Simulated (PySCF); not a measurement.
IIn, triplet, at a GFN2-xTB geometry (such geometries of metal compounds can be far from the true shape) (the spin is typed, not shown lowest) (core potentials on I, In), with bond 2-1 at 1.6 times its length; PySCF with B3LYP/def2-SV(P).

PySCF was given this input:
```python
from pyscf import gto, scf, dft

mol = gto.M(
    atom='''
In   -0.000000   -0.000000   -1.504422
I     0.000000    0.000000    3.128062
''',
    basis='def2-sv(p)',
    ecp={'I': 'def2-sv(p)', 'In': 'def2-sv(p)'},
    charge=0,
    spin=2,
    verbose=4,
)

mf = dft.UKS(mol)
mf.xc = 'b3lyp'
mf.kernel()
mf.analyze()
```

### Question
What does PySCF print? Leave out banner, timings and long lists.

### Answer

```
PySCF version 2.14.0

[INPUT] verbose = 4
[INPUT] num. atoms = 2
[INPUT] num. electrons = 46
[INPUT] charge = 0
[INPUT] spin (= nelec alpha-beta = 2S) = 2
[INPUT] symmetry False subgroup None
[INPUT] Mole.unit = angstrom
[INPUT] Symbol           X                Y                Z      unit          X                Y                Z       unit  Magmom
[...]
nuclear repulsion = 59.9717205138755
number of shells = 20
number of NR pGTOs = 122
number of NR cGTOs = 52
basis = def2-sv(p)
ecp = {'I': 'def2-sv(p)', 'In': 'def2-sv(p)'}

******** <class 'pyscf.dft.uks.UKS'> ********
method = UKS
initial guess = minao
damping factor = 0
level_shift factor = 0
DIIS = <class 'pyscf.scf.diis.CDIIS'>
diis_start_cycle = 1
diis_space = 8
diis_damp = 0
SCF conv_tol = 1e-09
SCF conv_tol_grad = None
SCF max_cycles = 50
direct_scf = True
direct_scf_tol = 1e-13
number electrons alpha = 24  beta = 22
XC library pyscf.dft.libxc version 7.1.2
    S. Lehtola, C. Steigemann, M. J. T. Oliveira, and M. A. L. Marques,  SoftwareX 7, 1–5 (2018)
XC functionals = b3lyp
    P. J. Stephens, F. J. Devlin, C. F. Chabalowski, and M. J. Frisch,  J. Phys. Chem. 98, 11623 (1994)
radial grids:
    Treutler-Ahlrichs [JCP 102, 346 (1995); DOI:10.1063/1.469408] (M4) radial grids

becke partition: Becke, JCP 88, 2547 (1988); DOI:10.1063/1.454033
pruning grids: <function nwchem_prune>
grids dens level: 3
symmetrized grids: False
atomic radii adjust function: <function treutler_atomic_radii_adjust>
small_rho_cutoff = 0
Set gradient conv threshold to 3.16228e-05
tot grids = 43832
init E= -435.762381058097

cycle= 1 E= -485.967885689441  delta_E= -50.2  |g|= 2.26  |ddm|= 10.3

cycle= 2 E= -479.229871247341  delta_E= 6.74  |g|= 2.33  |ddm|= 8.16

cycle= 3 E= -484.731540978347  delta_E= -5.5  |g|= 1.29  |ddm|= 12.8

cycle= 4 E= -487.907087619441  delta_E= -3.18  |g|= 0.267  |ddm|= 9.91
cycle= 5 E= -487.932568364379  delta_E= -0.0255  |g|= 0.124  |ddm|= 0.451

cycle= 6 E= -487.947452374732  delta_E= -0.0149  |g|= 0.0388  |ddm|= 0.284

cycle= 7 E= -487.949126041842  delta_E= -0.00167  |g|= 0.0159  |ddm|= 0.162

cycle= 8 E= -487.949309112613  delta_E= -0.000183  |g|= 0.00251  |ddm|= 0.0259

cycle= 9 E= -487.949314491722  delta_E= -5.38e-06  |g|= 0.000403  |ddm|= 0.00855

cycle= 10 E= -487.949314663819  delta_E= -1.72e-07  |g|= 0.000114  |ddm|= 0.00148

cycle= 11 E= -487.949314677182  delta_E= -1.34e-08  |g|= 2.49e-05  |ddm|= 0.000344

[...]
converged SCF energy = -487.949314677822  <S^2> = 2.0028004  2S+1 = 3.0018664
[...]
**** SCF Summaries ****
Total Energy =                        -487.949314677822372
Nuclear Repulsion Energy =              59.971720513875511
One-electron Energy =                 -972.535695156806923
Two-electron Energy =                  424.614659965109070
Two-electron Coulomb Energy =          463.670721497934153
DFT Exchange-Correlation Energy =      -39.056061532825069
**** MO energy ****
                             alpha | beta                alpha | beta
[...]
spin_pop of  0 In 4s        0.00000
spin_pop of  0 In 5s        0.00279
spin_pop of  0 In 6s        0.00209
spin_pop of  0 In 7s        0.00199
spin_pop of  0 In 4px       0.00089
spin_pop of  0 In 4py      -0.00002
spin_pop of  0 In 4pz      -0.00002
spin_pop of  0 In 5px       0.03274
spin_pop of  0 In 5py       0.00002
spin_pop of  0 In 5pz       0.00002
spin_pop of  0 In 6px       0.01665
spin_pop of  0 In 6py      -0.00001
spin_pop of  0 In 6pz      -0.00001
spin_pop of  0 In 7px       0.93870
spin_pop of  0 In 7py      -0.00002
spin_pop of  0 In 7pz      -0.00002
spin_pop of  0 In 4dxy     -0.00437
spin_pop of  0 In 4dyz     -0.00511
spin_pop of  0 In 4dz^2    -0.00437
spin_pop of  0 In 4dxz     -0.00056
spin_pop of  0 In 4dx2-y2    0.00000
spin_pop of  0 In 5dxy      0.00437
spin_pop of  0 In 5dyz      0.00519
spin_pop of  0 In 5dz^2     0.00437
spin_pop of  0 In 5dxz      0.00056
spin_pop of  0 In 5dx2-y2   -0.00000
spin_pop of  1 I 4s       -0.00002
spin_pop of  1 I 5s       -0.00077
spin_pop of  1 I 6s        0.00545
spin_pop of  1 I 7s        0.00334
spin_pop of  1 I 4px       0.00247
spin_pop of  1 I 4py       0.00021
spin_pop of  1 I 4pz       0.00021
spin_pop of  1 I 5px       0.06328
spin_pop of  1 I 5py       0.00001
spin_pop of  1 I 5pz       0.00001
spin_pop of  1 I 6px       0.04893
spin_pop of  1 I 6py      -0.00017
spin_pop of  1 I 6pz      -0.00017
spin_pop of  1 I 7px       0.87944
spin_pop of  1 I 7py      -0.00002
spin_pop of  1 I 7pz      -0.00002
spin_pop of  1 I 4dxy     -0.00223
spin_pop of  1 I 4dyz     -0.00238
spin_pop of  1 I 4dz^2    -0.00223
spin_pop of  1 I 4dxz     -0.00042
spin_pop of  1 I 4dx2-y2    0.00003
spin_pop of  1 I 5dxy      0.00222
spin_pop of  1 I 5dyz      0.00433
spin_pop of  1 I 5dz^2     0.00222
spin_pop of  1 I 5dxz      0.00042
spin_pop of  1 I 5dx2-y2   -0.00003
In total            24.00000 | 22.00000
Dipole moment(X, Y, Z, Debye): -0.00000,  0.00000, -0.11382
```
